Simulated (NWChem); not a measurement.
ZrN$_{2}$H$_{6}$; SMILES [NH2][ZrH2][NH2]

```xyz
9

Zr    -0.3153     0.0060     0.0000
N      0.7884    -0.0367     1.6813
H      0.4272    -0.3761     2.5739
H      1.7450     0.2798     1.8297
N      0.7884    -0.0367    -1.6813
H      0.4272    -0.3761    -2.5739
H      1.7450     0.2798    -1.8297
H     -1.7123    -1.2524     0.0000
H     -1.0582     1.7190     0.0000
```
Atoms are numbered in this order, from 1.

Coordinates come from a PBE0/def2-SVP optimisation. def2 effective core potentials on Zr; no spin-orbit coupling.

Symmetry labels are those of Cs in the frame above (b1 and b2, or b-type labels, depend on it).

### Question
List the 6 lowest vertical singlet excitations from Hartree-Fock/def2-SVP with def2 effective core potentials on Zr, TDHF (NWChem).

### Answer
| state | energy (eV) | oscillator strength | symmetry | leading excitation (squared amplitude) |
|---|---|---|---|---|
| S1 | 5.40 | 0.003 | a' | HOMO → LUMO (0.40) |
| S2 | 6.42 | 0.061 | a' | HOMO−2 → LUMO (0.24) |
| S3 | 6.60 | 0.017 | a" | HOMO → LUMO+1 (0.28) |
| S4 | 6.91 | 0.011 | a" | HOMO → LUMO+5 (0.32) |
| S5 | 7.01 | 0.012 | a" | HOMO−1 → LUMO+2 (0.17) |
| S6 | 7.02 | 0.026 | a' | HOMO → LUMO+2 (0.20) |
